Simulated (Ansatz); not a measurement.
Calculated with Ansatz (gas phase, PBE0-D4/def2-TZVP geometries, no zero-point term in ΔE). CCSD(T)/CBS is the MP2 limit (def2-TZVPP, def2-QZVPP) plus CCSD(T) − MP2 in def2-TZVPP, frozen cores. This one scheme is used for every species, atoms too. Functionals use def2-TZVPP. B3LYP here is the variant with VWN-RPA as its local correlation; programs differ in this. HSE06 is defined as in plane-wave codes. Open shells (•) are unrestricted, without spin–orbit coupling. Spin–orbit coupling would lower the free atoms: a little for Al, C; clearly for Se. Bonds to Se are less sure, by a few kJ/mol each and by 10 to 20 or more in all where they break to atoms, as the def2 sets lack core-valence functions. Scalar relativity is left out up to krypton.

Reaction (atomization): `[CH2]1[AlH][Se]1` → Al• + C• + 3 H• + Se•

`[CH2]1[AlH][Se]1`:

Cartesian coordinates in Å:
```
C 0.189 0.201 0.764
Al -0.537 -0.093 -0.984
Se 1.440 -0.970 -0.394
H 0.697 1.120 1.044
H -0.135 -0.358 1.638
H -1.654 0.101 -2.068
```

Problem. What is ΔE at CCSD(T)/CBS? (An estimate is asked.)

Solution. The calculation gave: +1858.3 kJ/mol.

Problem. What do these levels give: LDA (SPW92), revPBE-D4, BLYP-D4, r2SCAN-D4, B3LYP-D4, r2SCAN0-D4, HSE06-D4, B2PLYP, PBE, BLYP, r2SCANh, MP2/def2-QZVPP? (Estimate.)

Solution. The calculation gave: LDA (SPW92) 2117.4, revPBE-D4 1835.3, BLYP-D4 1830.7, r2SCAN-D4 1868.4, B3LYP-D4 1836.5, r2SCAN0-D4 1836.8, HSE06-D4 1852.3, B2PLYP 1821.8, PBE 1869.5, BLYP 1805.1, r2SCANh 1852.6, MP2/def2-QZVPP 1864.4 kJ/mol.

Largest T1 diagnostic among the species: 0.018.

From r2SCAN to r2SCAN0 (25 % exact exchange), in def2-TZVPP and without D4, ΔE moves by −32.2 kJ/mol: exact exchange takes away binding that semilocal exchange gives to molecules. In def2-TZVPP, CCSD(T) changes the Hartree–Fock value by +492.8 kJ/mol (the triples alone add +36.5 kJ/mol) and MP2 by +523.2 kJ/mol; breaking electron pairs costs correlation energy, which Hartree–Fock lacks. At CCSD(T), def2-SVP lies −131.5 kJ/mol from the extrapolated value and def2-TZVPP −57.5 kJ/mol: correlation converges slowly with the basis, and small sets miss more of it in the bonded molecule than in its fragments.

For atomizations the MP2-based limit and the directly extrapolated one differ by several kJ/mol either way, and by 10 to 25 for some Ge, Se and Sn compounds, so smaller differences from it don't rank the levels.
